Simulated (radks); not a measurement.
Results of a calculation; reference values are marked as such.
All-electron atom: the lithium ion Li2+ in 1s1. Level of theory: scalar-relativistic Kohn-Sham, LB94 model potential, spin-polarised, spherical densities, finite nucleus; open shells are filled with parallel spins first; Fermi nuclear charge, rms radius 2.444 fm (a radial shooting solver on a logarithmic mesh with Libxc functionals).

Normalised radial functions P(r) = r R(r), r in bohr:

r         1s up
0.02649  0.2524
0.03314  0.3095
0.04179  0.3803
0.05228  0.4610
0.06593  0.5579
0.08249  0.6641
0.1032   0.7806
0.1301   0.9078
0.1628   1.0295
0.2053   1.1428
0.2569   1.2252
0.324    1.2647
0.4053   1.2419
0.5071   1.1486
0.6395   0.9787
0.8      0.7619
1.009    0.5185
1.262    0.3071
1.592    0.1464
1.991    0.0563

1s up: eigenvalue -116.39 eV, 0 radial nodes, <r> = 0.506 bohr, 90 % of the charge inside 0.899 bohr.
